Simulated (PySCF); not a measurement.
## Electron correlation in Zr³⁵⁺ (zirconium, charge +35)

Starting occupation: [He] 2s2 2p1, 2p1/2 with m_j = +1/2. Computed with PySCF 2.14 in an even-tempered Gaussian basis (17 s from 15 bohr⁻², ratio 2.4; 12 p from 19 bohr⁻², ratio 2.4; 5 d from 64 bohr⁻², ratio 2.6; 4 f from 95 bohr⁻², ratio 2.6), with X2C-1e with screened-nucleus spin-orbit coupling, Gaussian nucleus. Frozen: nothing; 5 electrons correlated; the 32 highest virtual spinors left out.

MP2 pair energies summed by pair of shells (mhartree):

```csv
pair,energy,share (%)
2s1/2-2s1/2,-120.43,52.9
1s1/2-1s1/2,-45.37,19.9
2p1/2-2s1/2,-35.75,15.7
1s1/2-2s1/2,-15.84,7.0
1s1/2-2p1/2,-10.14,4.5
```

Total MP2 correlation energy: -227.53 mhartree.

At this charge the one-electron X2C treatment keeps the bare 1/r₁₂, with no two-electron picture change or Breit term. That inflates the 1s pair energies well beyond their four-component values.
